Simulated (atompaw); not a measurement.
# Fe (Z = 26) PAW (atompaw): all-electron and pseudo phase curves

- Element: Fe
- Generator: atompaw 4.2.0.5
- Type: PAW
- Functional: PBE
- Relativity: scalar-relativistic
- Frozen core: [Ar]
- Valence charge: 8
- Reference configuration: 3d6 4s2 4p0
- Partial waves: 4s (bound): rc 2.85 bohr; 4s channel at 1.05 Ry: rc 2.85 bohr; 4p (bound, empty): rc 2.85 bohr; 4p channel at 4.25 Ry: rc 2.85 bohr; 3d (bound): rc 1.10 bohr; 3d channel at 3.25 Ry: rc 1.10 bohr
- Local potential: ultrasoft scheme with l = 3 at -0.5 Ry, radius 2.25 bohr
- Core correction: smooth core density matched at 2.60 bohr
- Augmentation charge: besselshape compensation charge, radius 2.50 bohr; PAW radius 2.85 bohr; waves and projectors: custom polynom vanderbiltortho

The phase is arctan(r·u′/u) with u = r·R(r), unwrapped; energies in Ry, scanned from -3 to 5 Ry. A pole is an energy at which the radial function vanishes at the test radius. The pseudo phase is shifted by a multiple of π to meet the all-electron one at the reference energy, and phase errors are pseudo minus all-electron; the curves can meet again beyond the range given. Levels narrower than the energy grid can be missing from the lists of poles.

| channel | radius (bohr) | reference energy (Ry) | poles, all-electron | poles, pseudo | unbroken range about the reference energy with phases within 0.05 rad | phase error 1 Ry above the reference energy (rad) |
| --- | --- | --- | --- | --- | --- | --- |
| s | 2.85 | -0.39 | 0.89 | 0.89 | below 3.4 | -0.000 |
| p | 2.85 | -0.10 | 1.76 | 1.75 | the whole range | -0.002 |
| d | 2.85 | -0.55 | -0.47, 3.32 | -0.47, 3.32 | the whole range | -0.002 |

Phases in the d channel:

| E (Ry) | all-electron | pseudo |
| --- | --- | --- |
| -3.00 | 1.373 | 1.373 |
| -2.76 | 1.365 | 1.364 |
| -2.52 | 1.355 | 1.355 |
| -2.28 | 1.344 | 1.344 |
| -2.04 | 1.331 | 1.331 |
| -1.80 | 1.316 | 1.316 |
| -1.56 | 1.296 | 1.296 |
| -1.32 | 1.268 | 1.268 |
| -1.08 | 1.225 | 1.224 |
| -0.84 | 1.123 | 1.123 |
| -0.60 | -0.229 | -0.229 |
| -0.36 | -1.734 | -1.734 |
| -0.12 | -1.858 | -1.859 |
| 0.12 | -1.940 | -1.941 |
| 0.36 | -2.033 | -2.034 |
| 0.60 | -2.164 | -2.167 |
| 0.84 | -2.385 | -2.390 |
| 1.08 | -2.797 | -2.805 |
| 1.32 | -3.435 | -3.444 |
| 1.56 | -3.964 | -3.970 |
| 1.80 | -4.254 | -4.256 |
| 2.04 | -4.414 | -4.415 |
| 2.28 | -4.512 | -4.513 |
| 2.52 | -4.579 | -4.580 |
| 2.76 | -4.629 | -4.629 |
| 3.00 | -4.669 | -4.669 |
| 3.24 | -4.702 | -4.702 |
| 3.48 | -4.731 | -4.731 |
| 3.72 | -4.759 | -4.759 |
| 3.96 | -4.786 | -4.786 |
| 4.20 | -4.814 | -4.814 |
| 4.44 | -4.845 | -4.846 |
| 4.68 | -4.881 | -4.883 |
| 4.92 | -4.927 | -4.931 |
